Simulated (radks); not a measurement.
Spin polarisation of the 2p2 shell in the fluorine ion F3+. Start: [He] 2s2 2p(up 1, down 1); electrons of 2p are moved from spin down to spin up, other shells keep equal spins. Calculated with a radial shooting solver on a logarithmic mesh with Libxc functionals: non-relativistic Kohn-Sham, PBE, spin-polarised, spherical densities, point nucleus.

moment (Bohr magnetons),E - E(0) (eV),e(2p up) (eV),e(2p down) (eV),2s down minus up (eV),1s down minus up (eV)
0,0.000,-72.759,-72.759,0.000,0.000
0.5,-0.181,-73.446,-71.998,1.372,0.565
1,-0.725,-74.062,-71.154,2.760,1.133
1.5,-1.637,-74.611,-70.221,4.177,1.706
2,-2.922,-75.092,-69.195,5.633,2.285

At moment 2 the spin-polarisation energy is -2.922 eV and the 2p exchange splitting 5.897 eV, that is 2.949 eV per Bohr magneton; E = -I m^2/4 would give I = 2.922 eV.
